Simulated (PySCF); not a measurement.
Isomers of C8H14O, from PBE0-D3(BJ)/def2-SVP geometry optimisation, gas phase (PySCF). One conformer each, no zero-point energy, no frequencies.

**Question.** Which isomer lies lowest at this level?
A. `[OH:1][CH2:2][C@@H:3]1[CH2:4][C@H:5]2[CH2:6][CH2:7][C@@H:8]1[CH2:9]2` with H–O1–C2–C3 -69°, O1–C2–C3–C4 58°: A = 3182, B = 1288, C = 1230 MHz, dipole 1.44 D
B. `[CH3:1][CH2:2][C@:3]12[CH2:4][CH2:5][C@H:6]([CH2:7][CH2:8]1)[O:9]2` with C1–C2–C3–C4 65°: A = 3000, B = 1378, C = 1249 MHz, dipole 1.39 D
C. `[CH3:1][C:2](=[O:3])[CH:4]1[CH2:5][CH2:6][CH2:7][CH2:8][CH2:9]1` with C1–C2–C4–C5 49°, C2–C4–C5–C6 72°, C4–C5–C6–C7 56°, C5–C6–C7–C8 -56°, C6–C7–C8–C9 54°: A = 2479, B = 1364, C = 1121 MHz, dipole 2.61 D

**Answer.** C. That is `CC(=O)C1CCCCC1`, 8.2 kcal/mol below the next.

```tsv
SMILES	mapped SMILES	E (Eh)	relative (kcal/mol)	relative (kJ/mol)	dipole (D)
CC(=O)C1CCCCC1	[CH3:1][C:2](=[O:3])[CH:4]1[CH2:5][CH2:6][CH2:7][CH2:8][CH2:9]1	-387.80350	0.0	0.0	2.61
CC[C@]12CC[C@H](CC1)O2	[CH3:1][CH2:2][C@:3]12[CH2:4][CH2:5][C@H:6]([CH2:7][CH2:8]1)[O:9]2	-387.79037	8.2	34.5	1.39
OC[C@@H]1C[C@H]2CC[C@@H]1C2	[OH:1][CH2:2][C@@H:3]1[CH2:4][C@H:5]2[CH2:6][CH2:7][C@@H:8]1[CH2:9]2	-387.78663	10.6	44.3	1.44
```

As drawn, the lowest has a C=O bond, which the highest lacks; the highest has an O–H bond, which the lowest lacks.
